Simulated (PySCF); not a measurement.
A structure optimised at PBE-D3(BJ)/def2-SVP, used in a PySCF frequency run:

```
In
O 1 2.0010
H 2 0.9785 1 107.56
O 1 2.0065 2 122.83 3 180.00
H 4 0.9784 1 108.15 2 180.00
N 1 2.0727 2 116.13 3 0.00
C 6 1.2229 1 137.58 2 180.00
O 7 1.1852 1 157.34 2 180.00
```

Write its SMILES, formula and point group.

O=C=[N][In]([OH])[OH], CH2InNO3, Cs

What are its rotational constants (standard atomic weights)?

4.5142, 1.1686, 0.92829 GHz
